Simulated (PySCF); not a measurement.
CH3BeF, SMILES [CH3][Be][F]. Atoms are numbered in the order given.

```xyz
6

Be     0.0000     0.0000    -0.1768
F      0.0000     0.0000    -1.5580
C      0.0000     0.0000     1.5009
H      0.8796     0.5078     1.9081
H      0.0000    -1.0157     1.9081
H     -0.8796     0.5078     1.9081
```

Geometry: r2SCAN-D4/def2-TZVP.

Level of theory: B3LYP/pcJ-1 (PySCF).

Isotropic couplings with Fermi-contact, spin-dipole and both spin-orbit terms, one fixed conformer, no vibrational averaging. Isotopes: 13C, 19F, 1H.

### Question
Estimate the spin–spin coupling constants. (The exact figures need the calculation; the answer reports its results.)

### Answer

```json
[
 {"pair": "C3–H4", "bonds apart": "1", "J (Hz)": "124.3"},
 {"pair": "C3–H5", "bonds apart": "1", "J (Hz)": "124.3"},
 {"pair": "C3–H6", "bonds apart": "1", "J (Hz)": "124.3"},
 {"pair": "F2–C3", "bonds apart": "2", "J (Hz)": "7.6"},
 {"pair": "H4–H5", "bonds apart": "2", "J (Hz)": "-16.0"},
 {"pair": "H4–H6", "bonds apart": "2", "J (Hz)": "-16.0"},
 {"pair": "H5–H6", "bonds apart": "2", "J (Hz)": "-16.0"},
 {"pair": "F2–H4", "bonds apart": "3", "J (Hz)": "2.3"},
 {"pair": "F2–H5", "bonds apart": "3", "J (Hz)": "2.3"},
 {"pair": "F2–H6", "bonds apart": "3", "J (Hz)": "2.3"}
]
```
